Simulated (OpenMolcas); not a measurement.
CH5GaO2 (SMILES [CH3][Ga]([OH])[OH]): the energy, rung by rung

The species is CH5GaO2 (9 atoms), meant as a singlet with charge 0. As SMILES, `[CH3][Ga]([OH])[OH]`. The coordinates come from a PBE0-D4/def2-TZVP relaxation. This is one conformer, not always the lowest.

```xyz
9

C     0.1395    0.7406   -1.3856
Ga   -0.0223   -0.1804    0.3149
O     0.2379   -1.9475    0.4432
O    -0.4357    0.7068    1.8148
H     0.2598    0.0245   -2.1979
H     1.0053    1.4049   -1.3681
H    -0.7466    1.3499   -1.5688
H     0.1412   -2.3145    1.3236
H    -0.4907    0.1696    2.6070
```

Quantity: the energy change with the C1–H5 bond stretched from 1.090 to 1.253 Å, in eV. The values are calculated.

| level | kind | program | value (eV) | CPU time (all runs) |
| --- | --- | --- | --- | --- |
| SVWN5/cc-pVDZ (restricted) | LDA | OpenMolcas | 0.26 | 76 s |
| BLYP/cc-pVDZ (restricted) | GGA | OpenMolcas | 0.26 | 1.8 min |
| PBE/cc-pVDZ (restricted) | GGA | OpenMolcas | 0.26 | 1.9 min |
| M06-L/cc-pVDZ (restricted) | meta-GGA | OpenMolcas | 0.32 | 2.3 min |
| TPSS/cc-pVDZ (restricted) | meta-GGA | OpenMolcas | 0.28 | 2.6 min |
| M06-2X/cc-pVDZ (restricted) | hybrid meta-GGA | OpenMolcas | 0.31 | 2.2 min |
| B2PLYP/cc-pVDZ (restricted) | double hybrid | OpenMolcas | 0.30 | 86 s |
| MP2/cc-pVDZ (restricted) | perturbation theory | OpenMolcas | 0.30 | 28 s |

All-electron rows without a relativistic Hamiltonian named are non-relativistic. The first shape isn't each level's own minimum. The values span 0.26 to 0.32 eV. In the correlated wave-function rows the outer d shell of Ga is correlated, in sets not made for it. CPU times are rough (shared hosts, several kinds of processor and program).
